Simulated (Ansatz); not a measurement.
Geometry optimisation, Ansatz 0.2.0, RKS PBE0/def2-SVP.

Input file:

```yaml
crystal:
  periodic: [false, false, false]
  atoms:
    - { symbol: Si, position_ang: [-1.5687, -0.9721, -0.7726] }
    - { symbol: C, position_ang: [0.2047, -1.1818, -0.6176] }
    - { symbol: S, position_ang: [1.0752, 0.4061, -0.6991] }
    - { symbol: C, position_ang: [1.0291, 0.9375, 1.0445] }
    - { symbol: S, position_ang: [1.936, 2.4124, 1.3105] }
    - { symbol: H, position_ang: [-2.1272, -0.0842, 0.3409] }
    - { symbol: H, position_ang: [-1.9461, -0.2609, -2.0613] }
    - { symbol: H, position_ang: [-2.2798, -2.2188, -0.7372] }
    - { symbol: H, position_ang: [0.5726, -1.7755, -1.4063] }
    - { symbol: H, position_ang: [0.4694, -1.7075, 0.3286] }
    - { symbol: H, position_ang: [-0.0985, 1.1489, 1.305] }
    - { symbol: H, position_ang: [1.3365, 0.1478, 1.7315] }
    - { symbol: H, position_ang: [1.4171, 3.1133, 0.248] }
basis:
  gaussian: { orbitals: def2-SVP }
hamiltonian:
  xc: pbe0
relax:
  f_tol: 0.02
  max_steps: 50
```

Launched with:

```bash
$ ansatz run input.yaml --threads 2 --pin off --max-ram 3072MiB --backend cpu --events-out ev --progress --plain --runs-dir out
```

Q: Where does it end, and by what steps?

A: It converged. The force dipped under the threshold on the way, but the program's further checks kept it going. After 9 steps the energy has fallen by 0.436 eV; H13 moved furthest, 0.50 Å.

```csv
step,energy less start (eV),largest force component (eV/Å),accepted
0,0.0000,3.597,yes
1,-0.3560,0.918,yes
2,-0.4209,0.328,yes
3,-0.4279,0.121,yes
4,-0.4311,0.051,yes
5,-0.4333,0.047,yes
6,-0.4350,0.088,yes
7,-0.4357,0.040,yes
8,-0.4360,0.004,yes
9,-0.4360,0.005,yes
```

```xyz
13
Properties=species:S:1:pos:R:3
Si -1.612 -0.832 -0.794
C 0.225 -1.236 -0.586
S 1.269 0.259 -0.665
C 1.080 0.866 1.035
S 1.797 2.514 1.217
H -2.037 0.178 0.223
H -1.842 -0.275 -2.159
H -2.452 -2.060 -0.618
H 0.554 -1.873 -1.423
H 0.442 -1.803 0.334
H 0.020 0.863 1.332
H 1.639 0.226 1.736
H 0.936 3.138 0.383
```

The run took 45 s on 2 threads of Arm Neoverse V1, with other jobs on the host, peak memory 0.31 GiB.
